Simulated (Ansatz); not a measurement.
Cost and result for the atomization energy of `FC(F)C(F)(F)F` (8 atoms, 7 bonds).

```xyz
8

F     1.5228   -0.3818   -0.7718
C     0.7169   -0.1509    0.2762
F     1.1473    0.9418    0.9256
C    -0.7072    0.1023   -0.2362
F    -1.1456   -0.9745   -0.8845
F    -0.7509    1.1424   -1.0556
F    -1.5173    0.3327    0.7947
H     0.7339   -1.0121    0.9515
```

Total charge 0; spin multiplicity 1. All single points use the PBE0-D4/def2-TZVP geometry. Program: Ansatz. All runs use 4 threads of an Arm Neoverse V1 on a shared host. Times are those of one run each, without the atoms' runs, and a repeat can differ threefold. Electronic energies, without spin–orbit coupling; frozen cores. CCSD(T)/CBS adds CCSD(T) − MP2 in def2-TZVPP to the MP2 limit, and its time is that of the two runs behind it. T1 = 0.012. HSE06 is the plane-wave form, built on full-range PBE exchange.

CCSD(T)/CBS is a level of theory with its own doubt, some kJ/mol a heavy atom from the limit and from the frozen cores, so smaller differences don't rank the functionals.

```json
{"level": "BHLYP-D4/def2-TZVPP", "functions": "231", "atomization (kcal/mol)": "720.7", "difference from CCSD(T)/CBS": "-51.7", "per bond": "-7.4"}
{"level": "MP2/def2-QZVPP", "functions": "429", "atomization (kcal/mol)": "802.9", "difference from CCSD(T)/CBS": "30.5", "per bond": "4.4"}
{"level": "CCSD(T)/def2-SVP", "functions": "103", "atomization (kcal/mol)": "735.5", "difference from CCSD(T)/CBS": "-36.9", "per bond": "-5.3"}
{"level": "BLYP-D4/def2-TZVPP", "functions": "231", "atomization (kcal/mol)": "777.6", "difference from CCSD(T)/CBS": "5.2", "per bond": "0.7"}
{"level": "revPBE-D4/def2-TZVPP", "functions": "231", "atomization (kcal/mol)": "778.2", "difference from CCSD(T)/CBS": "5.8", "per bond": "0.8"}
{"level": "HSE06-D4/def2-TZVPP", "functions": "231", "atomization (kcal/mol)": "779.6", "difference from CCSD(T)/CBS": "7.2", "per bond": "1.0"}
{"level": "LDA (SPW92)/def2-TZVPP", "functions": "231", "atomization (kcal/mol)": "953.4", "difference from CCSD(T)/CBS": "181.0", "per bond": "25.9"}
{"level": "PBE-D4/def2-TZVPP (with forces)", "functions": "231", "atomization (kcal/mol)": "813.7", "difference from CCSD(T)/CBS": "41.3", "per bond": "5.9"}
{"level": "CCSD(T)/CBS(def2)", "functions": "–", "atomization (kcal/mol)": "772.4", "difference from CCSD(T)/CBS": "0.0", "per bond": "0.0"}
{"level": "PBE-QIDH/def2-TZVPP", "functions": "231", "atomization (kcal/mol)": "768.3", "difference from CCSD(T)/CBS": "-4.1", "per bond": "-0.6"}
{"level": "r2SCANh-D4/def2-TZVPP", "functions": "231", "atomization (kcal/mol)": "768.6", "difference from CCSD(T)/CBS": "-3.8", "per bond": "-0.5"}
{"level": "PBE0-D4/def2-TZVPP", "functions": "231", "atomization (kcal/mol)": "778.5", "difference from CCSD(T)/CBS": "6.1", "per bond": "0.9"}
{"level": "CCSD(T)/def2-TZVPP", "functions": "231", "atomization (kcal/mol)": "750.0", "difference from CCSD(T)/CBS": "-22.4", "per bond": "-3.2"}
```

Q: Order the runs by time, with rough figures. (An estimate is asked.)

A: The calculation gave: LDA (SPW92)/def2-TZVPP 0.95 s; BLYP-D4/def2-TZVPP 1.5 s; revPBE-D4/def2-TZVPP 1.6 s; PBE-D4/def2-TZVPP (with forces) 1.9 s; PBE0-D4/def2-TZVPP 2.4 s; BHLYP-D4/def2-TZVPP 2.4 s; HSE06-D4/def2-TZVPP 2.6 s; r2SCANh-D4/def2-TZVPP 4 s; PBE-QIDH/def2-TZVPP 4.7 s; CCSD(T)/def2-SVP 9 s; MP2/def2-QZVPP 18 s; CCSD(T)/def2-TZVPP 4.1 min; CCSD(T)/CBS(def2) 4.4 min.

The D4 term adds +5.0 kcal/mol with B3LYP and +2.6 kcal/mol with PBE0; it sums over pairs of atoms, weighted by their polarisabilities, and B3LYP, whose exchange is more repulsive, gets the larger term. From BLYP to BHLYP (50 % exact exchange), in def2-TZVPP and without D4, the atomization energy moves by −53.0 kcal/mol: exact exchange takes away binding that semilocal exchange gives to molecules. In def2-TZVPP, CCSD(T) changes the Hartree–Fock value by +230.2 kcal/mol (the triples alone add +17.8 kcal/mol) and MP2 by +269.9 kcal/mol; breaking electron pairs costs correlation energy, which Hartree–Fock lacks.

B3LYP here is the variant with VWN-RPA as its local correlation; programs differ in this.
